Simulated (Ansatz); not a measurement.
SiNH6OF: a saddle search.

in.yaml

```yaml
crystal:
  periodic: [false, false, false]
  atoms:
    - {symbol: Si, position_ang: [-0.509800, 0.046800, -0.203800]}
    - {symbol: O, position_ang: [0.727600, -0.879300, 0.708100]}
    - {symbol: H, position_ang: [-0.493600, -0.232100, -1.622700]}
    - {symbol: H, position_ang: [-1.633500, 0.013400, 0.709600]}
    - {symbol: N, position_ang: [0.352600, 1.555200, -0.166000]}
    - {symbol: H, position_ang: [0.174500, -1.777900, 0.448500]}
    - {symbol: F, position_ang: [-0.908400, -2.127000, -0.198500]}
    - {symbol: H, position_ang: [1.620300, -0.838900, 0.358700]}
    - {symbol: H, position_ang: [0.027600, 2.302700, -0.755100]}
    - {symbol: H, position_ang: [0.642700, 1.937100, 0.721100]}
basis:
  gaussian: {orbitals: def2-SVP}
magnetization: {spin_polarized: true, initial_magnetization: 1}
hamiltonian: {xc: pbe0, dispersion: d4}
saddle:
  max_steps: 30
  mode_guess:
    - [-0.2021, -0.2050, -0.1106]
    - [0.0439, -0.0514, 0.1292]
    - [-0.0673, 0.0980, -0.1262]
    - [-0.0380, 0.0353, 0.0558]
    - [-0.0314, -0.1846, -0.0225]
    - [0.5683, 0.1857, 0.2879]
    - [-0.2563, 0.4612, -0.2211]
    - [0.0158, -0.0718, 0.0061]
    - [-0.0004, -0.1144, 0.0292]
    - [-0.0326, -0.1529, -0.0279]
```

Run by:

```bash
ansatz run in.yaml --threads 4 --pin off --events-out ev --progress --plain --max-ram 9574MiB
```

Output of Ansatz 0.2.0:

```
Error: a molecule whose nuclei and cores have a total charge of 44 cannot have a net charge of 0 together with 1 unpaired electrons
```

The run took about 0.05 s on 4 CPU threads of an Arm Neoverse V2 (shared host).


The program refused the input. An even number of electrons needs an even number of unpaired ones, and an odd number an odd one; the charge and spin typed don't fit together.